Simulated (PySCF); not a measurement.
Ionisation energy of Yb⁵¹⁺ by level of theory

Yb⁵¹⁺ [Ar] 3d1 (2D) → Yb⁵²⁺ [Ar] (1S), as a difference of total energies. All numbers are calculated (PySCF 2.14, the spin-free X2C one-electron Hamiltonian (Gaussian nucleus), in an uncontracted even-tempered set (17 s from 12 bohr⁻², ratio 2.5; 12 p from 15 bohr⁻², ratio 2.5; 7 d from 15 bohr⁻², ratio 2.5; 4 f from 53 bohr⁻², ratio 2.7; 3 g from 80 bohr⁻², ratio 2.7)). Correlated levels: outer shells: [Ne] frozen; virtual orbitals above 40 to 60 times the deepest correlated orbital energy dropped. The calculations carry no spin-orbit coupling.

```tsv
method	ionisation energy (eV)
UHF	4596.2
PBE	4598.2
r2SCAN	4599.0
BP86	4598.8
B97-3	4597.9
MP2 (outer shells)	4595.9
SCS-MP2 (outer shells)	4595.9
```

Problem. Estimate what LDA gives.

Solution. 4596.7 eV, closest to UHF among the rows shown.

Problem. Estimate what PBE0 gives.

Solution. 4598.1 eV, closest to PBE among the rows shown.

A first-order spin-orbit estimate (lowest level to lowest level, LS coupling) adds 35.453 eV.

Breit and QED terms and the two-electron picture change are absent.

First order in ζ underestimates the shift of j = l − 1/2 levels at high Z.

For comparison: 4630 ± 4 eV (theoretical estimate listed by NIST; NIST Atomic Spectra Database, ionization energies).
